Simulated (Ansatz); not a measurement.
`C=C/C=C/C=C/C=C/C=C/C=C/C=C/C=C/C=C/C=C/C=C/C=C/C=C/C=C` with charge -1. The state is a doublet with charge -1. Geometry PBE-D4/def2-SVP, that of the neutral singlet; atoms count from 1.

```xyz
58

C     3.5205   12.3216   10.7975
C     3.0848   11.8454    9.6012
C     3.0224   10.4498    9.2458
C     2.5793    9.9761    8.0326
C     2.5147    8.5946    7.6752
C     2.0689    8.1194    6.4569
C     2.0049    6.7423    6.1023
C     1.5580    6.2632    4.8825
C     1.4951    4.8879    4.5312
C     1.0479    4.4054    3.3111
C     0.9863    3.0309    2.9623
C     0.5392    2.5462    1.7419
C     0.4785    1.1721    1.3944
C     0.0315    0.6865    0.1739
C    -0.0288   -0.6875   -0.1736
C    -0.4761   -1.1728   -1.3941
C    -0.5367   -2.5468   -1.7422
C    -0.9845   -3.0309   -2.9626
C    -1.0458   -4.4052   -3.3122
C    -1.4939   -4.8872   -4.5322
C    -1.5562   -6.2623   -4.8843
C    -2.0045   -6.7412   -6.1035
C    -2.0677   -8.1182   -6.4586
C    -2.5158   -8.5937   -7.6759
C    -2.5796   -9.9754   -8.0331
C    -3.0260  -10.4500   -9.2448
C    -3.0884  -11.8459   -9.5991
C    -3.5284  -12.3233  -10.7933
H     3.8656   11.6385   11.5912
H     3.5490   13.3998   11.0136
H     2.7496   12.5636    8.8305
H     3.3549    9.7200   10.0069
H     2.2475   10.7092    7.2740
H     2.8464    7.8604    8.4323
H     1.7371    8.8536    5.6997
H     2.3368    6.0083    6.8596
H     1.2254    6.9966    4.1248
H     1.8277    4.1551    5.2894
H     0.7148    5.1376    2.5525
H     1.3195    2.2991    3.7212
H     0.2055    3.2776    0.9829
H     0.8123    0.4407    2.1535
H    -0.3024    1.4178   -0.5852
H     0.3051   -1.4189    0.5854
H    -0.8103   -0.4412   -2.1528
H    -0.2026   -3.2786   -0.9837
H    -1.3188   -2.2987   -3.7207
H    -0.7115   -5.1377   -2.5545
H    -1.8283   -4.1542   -5.2895
H    -1.2220   -6.9958   -4.1274
H    -2.3388   -6.0073   -6.8599
H    -1.7337   -8.8524   -5.7022
H    -2.8504   -7.8599   -8.4321
H    -2.2447  -10.7080   -7.2754
H    -3.3621   -9.7209  -10.0049
H    -2.7488  -12.5632   -8.8294
H    -3.8713  -11.6409  -11.5885
H    -3.5507  -13.4014  -11.0109
```

Single mean-field runs in def2-TZVP are fitted with def2-universal-jkfit. The charge -1 doublet is spin-contaminated (final ⟨S²⟩ up to 0.92, 0.75 for a pure state).

Estimate the Mulliken populations of the heavy atoms from the PBE0/def2-TZVP orbitals of Ansatz.


| atom | charge (e) | spin (α − β) |
| --- | --- | --- |
| C1 | -0.32 | 0.17 |
| C2 | -0.10 | -0.09 |
| C3 | -0.10 | 0.18 |
| C4 | -0.10 | -0.11 |
| C5 | -0.13 | 0.18 |
| C6 | -0.09 | -0.11 |
| C7 | -0.13 | 0.16 |
| C8 | -0.10 | -0.09 |
| C9 | -0.12 | 0.13 |
| C10 | -0.10 | -0.06 |
| C11 | -0.12 | 0.10 |
| C12 | -0.11 | -0.02 |
| C13 | -0.12 | 0.06 |
| C14 | -0.11 | 0.02 |
| C15 | -0.11 | 0.02 |
| C16 | -0.12 | 0.06 |
| C17 | -0.11 | -0.02 |
| C18 | -0.12 | 0.10 |
| C19 | -0.10 | -0.06 |
| C20 | -0.12 | 0.13 |
| C21 | -0.10 | -0.09 |
| C22 | -0.13 | 0.16 |
| C23 | -0.09 | -0.11 |
| C24 | -0.13 | 0.18 |
| C25 | -0.10 | -0.11 |
| C26 | -0.10 | 0.18 |
| C27 | -0.10 | -0.09 |
| C28 | -0.32 | 0.17 |
Mulliken values depend strongly on the basis.

Where does the spin sit?

Summed by element: C 1.08, H -0.08, of 1 unpaired in all. Largest on single atoms: C3 0.18, C26 0.18, C5 0.18.

And the Mayer bond orders between heavy atoms (over 0.3)?

C1–C2 1.78 (1.36 Å); C2–C3 1.15 (1.44 Å); C3–C4 1.58 (1.38 Å); C4–C5 1.20 (1.43 Å); C5–C6 1.49 (1.38 Å); C6–C7 1.24 (1.42 Å); C7–C8 1.45 (1.38 Å); C8–C9 1.27 (1.42 Å); C9–C10 1.43 (1.39 Å); C10–C11 1.28 (1.42 Å); C11–C12 1.41 (1.39 Å); C12–C13 1.30 (1.42 Å); C13–C14 1.41 (1.39 Å); C14–C15 1.30 (1.42 Å); C15–C16 1.41 (1.39 Å); C16–C17 1.30 (1.42 Å); C17–C18 1.41 (1.39 Å); C18–C19 1.28 (1.42 Å); C19–C20 1.43 (1.39 Å); C20–C21 1.27 (1.42 Å); C21–C22 1.45 (1.38 Å); C22–C23 1.24 (1.42 Å); C23–C24 1.49 (1.38 Å); C24–C25 1.20 (1.43 Å); C25–C26 1.58 (1.38 Å); C26–C27 1.15 (1.44 Å); C27–C28 1.78 (1.36 Å).
